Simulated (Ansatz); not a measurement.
## Which isomer of CH2FOSe gives these data?

These gas-phase data were calculated for one isomer of CH2FOSe at PBE-D3(BJ)/def2-SVP (harmonic, unscaled wavenumbers; equilibrium rotational constants with average atomic masses):

| Quantity | Value |
| --- | --- |
| rotational constants | 15.8, 2.286, 2.097 GHz |
| all wavenumbers above 1500 cm⁻¹ | 3021, 2946 |
| dipole moment | 1.51 D (PBE0/def2-TZVPD) |

Candidates:

(1) `FCO[Se]`, a doublet
(2) `O[C@H](F)[Se]`, a doublet

Which structure fits?

Candidate (1). No mode falls between 3300 and 4000 cm⁻¹, where the O–H stretch of (2) would stand.

The same quantities for all candidates:

```tsv
	rotational constants (GHz)	wavenumbers above 1500 cm⁻¹	dipole (D)	E above the lowest, PBE-D3(BJ)/def2-SVP (kcal/mol)
(1)	15.8, 2.286, 2.097	3021, 2946	1.51	10.3
(2)	9.543, 2.876, 2.33	3609, 3043	0.74	0.0
```

Harmonic stretches to hydrogen usually lie a few per cent above observed fundamentals. Each candidate is one conformer. Open shells are spin-unrestricted. Programs: Ansatz 0.2.0.
